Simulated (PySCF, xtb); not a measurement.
C2H5ClFNSi, SMILES N[Si@H](Cl)/C=C/F.

GFN2-xTB (xtb) at its own geometry gives an orbital gap of 4.35 eV and a dipole moment of 2.97 D.

Geometry: ωB97X-D3(BJ)/def2-SVP. The structure was generated by enumeration; whether it is a known compound was not checked. The values are those of a single conformer.

Problem. What does PySCF with PBE/def2-TZVP give? (The exact figures need the calculation; the answer reports its results.)

Solution. gap 4.96 eV (levels -6.52 and -1.56 eV), dipole 1.90 D.
